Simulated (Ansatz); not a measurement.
`C[NH][Ga]([Cl])[Cl]`. Charge 0, multiplicity 1.

```xyz
9

C    -0.9227   -0.8650    0.4613
N     0.1573   -0.4399   -0.4010
Ga    0.9915    1.1462   -0.3775
Cl    0.4115    2.6338    1.0276
Cl    2.5650    1.5666   -1.7426
H    -0.6500   -1.7460    1.0528
H    -1.8293   -1.1026   -0.1060
H    -1.1754   -0.0670    1.1617
H     0.4522   -1.1260   -1.0764
```

Problem. What are the harmonic wavenumbers in cm⁻¹ at PBE0-D4/def2-TZVP (Ansatz, finite differences of forces, unscaled)? (Best estimate.)

Solution. Ansatz gave: 94, 97, 123, 129, 158, 299, 403, 440, 456, 671, 1098, 1139, 1151, 1397, 1461, 1486, 1513, 3019, 3069, 3123, 3636.

Problem. Is this a minimum?

Solution. Yes, all 21 modes are real.

Problem. Give the ideal-gas thermochemistry at 298.15 K and 1 bar (rigid rotor, harmonic oscillator; point group Cs, symmetry number 1).

Solution. Zero-point energy 149.3 kJ/mol; H(298) − E = 172.3 kJ/mol; entropy 377.8 J/(mol·K), of which translation 173.0, rotation 120.2, vibration 84.6; G(298) − E = 59.6 kJ/mol. Modes under 100 cm⁻¹ are hindered rotations or soft bends, so the harmonic entropy is rough.
